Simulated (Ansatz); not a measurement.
**Question.** Name a neutral molecule of Al, B, C, F and H with HOMO–LUMO gap (ωB97M-V/def2-TZVPP) between 9.15 and 9.45 eV and LUMO energy (ωB97M-V/def2-TZVPP) between -0.10 and 0.20 eV (Ansatz, PBE0-D4/def2-TZVP geometry).

**Answer.** `C[BH][AlH][F]` (9.34 eV, -0.08 eV); `C[BH][Al]([CH3])[F]` (9.28 eV, 0.12 eV). Other molecules can fit too; these were computed, each in one conformer that needn't be the lowest.
